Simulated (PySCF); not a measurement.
Compound: BH5O3Si.
Numbering: `[OH:1][B:2]([OH:3])[O:4][SiH3:5]` (hydrogens: H6 on O1; H7 on O3; H8, H9, H10 on Si5)

Computed by this run: PBE0-D3(BJ)/def2-SVP geometry optimisation, gas phase (PySCF); density fitting, grid level 1; the optimiser is geomeTRIC in internal coordinates, started from a GFN2-xTB structure with every atom displaced at random (about 0.01 Å).

Step 1: E = -14763.2695 eV
```
atom  x, y, z in Å  |  force x, y, z in eV/Å
O1      0.3704   -1.7322    0.3022    0.527  -0.691   0.168
B2      0.9439   -0.5057    0.2330   -0.174   0.430  -0.109
O3      2.2931   -0.3583    0.3993   -0.278  -0.198   0.007
O4      0.1548    0.5928   -0.0128    0.301  -0.075   0.074
Si5    -1.4631    0.8745   -0.2979    0.005  -0.079  -0.094
H6      1.0413   -2.4161    0.4894   -0.514   0.441  -0.139
H7      2.5393    0.5649    0.3256    0.099   0.205  -0.015
H8     -1.6808    2.3433   -0.1827    0.026   0.014   0.031
H9     -2.3197    0.1658    0.6949   -0.008  -0.021   0.013
H10    -1.8312    0.4504   -1.6842    0.016  -0.026   0.064
```

Step 2: E = -14763.2821 eV
```
atom  x, y, z in Å  |  force x, y, z in eV/Å
O1      0.3668   -1.7269    0.2880    0.071  -0.134   0.017
B2      0.9359   -0.4931    0.2261   -0.072   0.053  -0.015
O3      2.2813   -0.3608    0.4086   -0.018   0.070  -0.008
O4      0.1620    0.6090   -0.0178    0.208  -0.019   0.046
Si5    -1.4584    0.8719   -0.2981   -0.085  -0.050  -0.030
H6      1.0237   -2.4095    0.4733   -0.125   0.118  -0.037
H7      2.5480    0.5616    0.3416    0.013  -0.020   0.003
H8     -1.6818    2.3414   -0.1924    0.009  -0.005   0.010
H9     -2.3008    0.1645    0.7096    0.000   0.000   0.000
H10    -1.8286    0.4213   -1.6723   -0.001  -0.015   0.014
```

Step 3: E = -14763.2855 eV
```
atom  x, y, z in Å  |  force x, y, z in eV/Å
O1      0.3422   -1.7060    0.2602   -0.035   0.179  -0.027
B2      0.9373   -0.4807    0.2231   -0.029  -0.024  -0.026
O3      2.2798   -0.3521    0.4210    0.058  -0.048   0.017
O4      0.1805    0.6267   -0.0193    0.015   0.171   0.008
Si5    -1.4467    0.8613   -0.2945   -0.077  -0.044   0.009
H6      0.9732   -2.4037    0.4419    0.133  -0.162   0.038
H7      2.5569    0.5689    0.3645   -0.053  -0.074   0.001
H8     -1.6836    2.3300   -0.2118   -0.004  -0.005  -0.007
H9     -2.2710    0.1625    0.7345    0.002   0.010  -0.001
H10    -1.8205    0.3726   -1.6530   -0.009  -0.002  -0.013
```

**Question.** Estimate the geometry and energy of step 4. (The exact step hangs on the optimiser's Hessian estimate; all steps are aligned on step 3, rigid shifts and turns removed.)

**Answer.** E = -14763.2889 eV, largest force 0.255 eV/Å
```
atom  x, y, z in Å  |  force x, y, z in eV/Å
O1      0.3386   -1.6911    0.2401   -0.165   0.189  -0.047
B2      0.9351   -0.4662    0.2186    0.024  -0.171  -0.009
O3      2.2772   -0.3639    0.4317    0.053   0.030   0.007
O4      0.1873    0.6475   -0.0214    0.009   0.133   0.019
Si5    -1.4464    0.8586   -0.2924   -0.056  -0.037   0.006
H6      0.9638   -2.3940    0.4207    0.148  -0.145   0.040
H7      2.5700    0.5517    0.3876   -0.010  -0.009   0.001
H8     -1.6971    2.3258   -0.2320   -0.004  -0.001  -0.011
H9     -2.2574    0.1697    0.7533    0.006   0.008   0.004
H10    -1.8232    0.3414   -1.6395   -0.004   0.003  -0.011
```

The energy changes by -0.0034 eV. The first-order estimate −F·Δx gives -0.0047 eV and the mean of the old and new forces, exact on a quadratic surface, -0.0028 eV. The step makes an angle of 80° with the force vector and moves no atom by more than 0.034 Å.

The cost below is that of the whole optimisation. On Arm Neoverse V1, one thread, no GPU, shared host with 32 logical CPUs at a one-minute load of 31, this took 45 s and 0.40 GiB of memory at its peak.
